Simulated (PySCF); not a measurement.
C4H12GeN2.
Z-matrix (Å and degrees, PBE0-D3(BJ)/def2-SVP geometry), rows numbered from 1:
```
C 
N   1  1.4328
C   2  1.2623  1  119.77
C   3  1.5075  2  121.35  1  -178.05
N   4  1.4339  3  116.36  2   -14.52
C   5  1.4433  4  114.53  3   -78.39
Ge  5  1.8496  4  118.47  3    64.29
H   1  1.1021  2  109.61  3  -122.04
H   1  1.1085  2  114.02  3    -0.02
H   1  1.1022  2  109.44  3   121.87
H   3  1.1131  2  121.95  1    -0.47
H   4  1.1082  3  106.70  2   109.14
H   4  1.1077  3  108.49  2  -138.64
H   6  1.1055  5  110.41  4   -55.45
H   6  1.1095  5  114.06  4    65.93
H   6  1.1021  5  110.19  4  -173.11
H   7  1.5417  5  114.07  4  -101.02
H   7  1.5381  5  106.97  4    22.90
H   7  1.5477  5  106.62  4   140.38
```

Method: TDDFT CAM-B3LYP/def2-SVPD, vertical, gas phase, core orbitals frozen in the response in PySCF 2.14.0, density-fitted response routines. Relativistic effects, spin–orbit coupling among them, are left out although an element past zinc is present.

Kohn–Sham orbitals with the atoms that hold most of them (Löwdin shares over 4%, at most four atoms; ? is withheld):

```json
{"orbital": "LUMO+2", "ε (eV)": "1.60", "atoms": "Ge7 37%, H19 10%, H17 10%, H18 8%"}
{"orbital": "LUMO+1", "ε (eV)": "1.13", "atoms": "Ge7 30%, C1 8%, C3 8%, H18 7%"}
{"orbital": "LUMO", "ε (eV)": "?", "atoms": "C3 34%, N2 32%, C4 8%, H11 7%"}
{"orbital": "HOMO", "ε (eV)": "-7.45", "atoms": "?"}
{"orbital": "HOMO-1", "ε (eV)": "-8.81", "atoms": "?"}
{"orbital": "HOMO-2", "ε (eV)": "-9.69", "atoms": "N2 34%, C3 22%, C1 12%, C4 8%"}
{"orbital": "HOMO-3", "ε (eV)": "-10.47", "atoms": "Ge7 31%, H19 17%, N5 12%, H17 12%"}
```

**Question.** Which atoms hold the HOMO, and with what shares?

**Answer.** N5 (bonded to 2 C and Ge) 53%; C6 (bonded to N and 3 H) 9%; Ge7 (bonded to N and 3 H) 7%; C4 (bonded to C, N and 2 H) 7%. By element: nitrogen 53% or more, carbon 16% or more, germanium 7%.

**Question.** Give the leading atoms of the HOMO-1.

**Answer.** N2 (bonded to 2 C) 55%; C1 (bonded to N and 3 H) 10%; C3 (bonded to C, N and H) 10%; N5 (bonded to 2 C and Ge) 5%. By element: nitrogen 61%, carbon 20% or more.

**Question.** What is the LUMO energy, and the HOMO–LUMO gap?

**Answer.** ε(LUMO) = 1.00 eV; the gap is 8.44 eV (0.3103 hartree).

**Question.** The HOMO–LUMO gap is 8.44 eV. Where does the response calculation put the lowest singlet, and from which orbitals?

**Answer.** S1 is at 5.06 eV (f = 0.0003), 3.39 eV below the gap, made of HOMO→LUMO (61%), HOMO-1→LUMO (32%). Without the coupling terms of the response equations the lowest excitation would equal the gap.

Next come S2 at 5.48 eV (f 0.0002), HOMO-1→LUMO (60%), HOMO→LUMO (35%); S3 at 5.76 eV (f 0.0046), HOMO→LUMO+1 (54%), HOMO→LUMO+2 (28%), HOMO→LUMO+3 (13%); S4 at 6.10 eV (f 0.030), HOMO→LUMO+2 (45%), HOMO→LUMO+1 (36%); S5 at 6.74 eV (f 0.033), HOMO→LUMO+4 (67%), HOMO→LUMO+6 (13%), HOMO→LUMO+2 (10%).

The run took about 2.8 min of CPU time (one thread, shared machine).

One conformer stands for the species.
